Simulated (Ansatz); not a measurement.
Reaction (ligand exchange at the Si–N bond): `O=C=N[SiH](F)Cl` + HCl → `F[SiH](Cl)Cl` + `N=C=O`

Gas-phase electronic energies from Ansatz, PBE0-D4/def2-TZVP geometries. CCSD(T)/CBS is the MP2 limit (def2-TZVPP, def2-QZVPP) plus CCSD(T) − MP2 in def2-TZVPP, frozen cores. This one scheme is used for every species. Functionals use def2-TZVPP. Each species was taken in one conformer, which may not be the lowest.

CCSD(T)/CBS gives +2.5 kJ/mol.

(1) Another level gave +4.9 kJ/mol. Which?
A. HF/def2-TZVPP
B. revPBE-D4/def2-TZVPP
C. MP2/def2-TZVPP
D. B97M-V/def2-TZVPP

(2) What do rigid-rotor, harmonic-oscillator terms from PBE0-D4/def2-TZVP frequencies (298.15 K, 1 bar) make of the CCSD(T)/CBS value? (An estimate is asked.)

Largest T1 diagnostic among the species: 0.018.

## Answers

(1) C. MP2/def2-TZVPP 4.9, B97M-V -0.2, revPBE-D4 -5.3, HF/def2-TZVPP 13.4 kJ/mol.

(2) Ansatz gave: ΔZPE = +5.4 kJ/mol, ΔH = +5.5 kJ/mol, ΔS = 0 J/(mol·K), ΔG = +5.5 kJ/mol. Modes under 50 cm⁻¹ make the entropy rough.

At CCSD(T), def2-SVP lies +5.6 kJ/mol from the extrapolated value and def2-TZVPP +3.4 kJ/mol. From r2SCAN to r2SCAN0 (25 % exact exchange), in def2-TZVPP and without D4, ΔE moves by +3.3 kJ/mol. Leaving LDA and LC-ωPBE aside and taking each functional with its dispersion term where it has one, the values, not all of them listed here, spread over 14.4 kJ/mol, from PBE-D4 to BHLYP-D4. LDA lies +4.5 kJ/mol from PBE without D4.
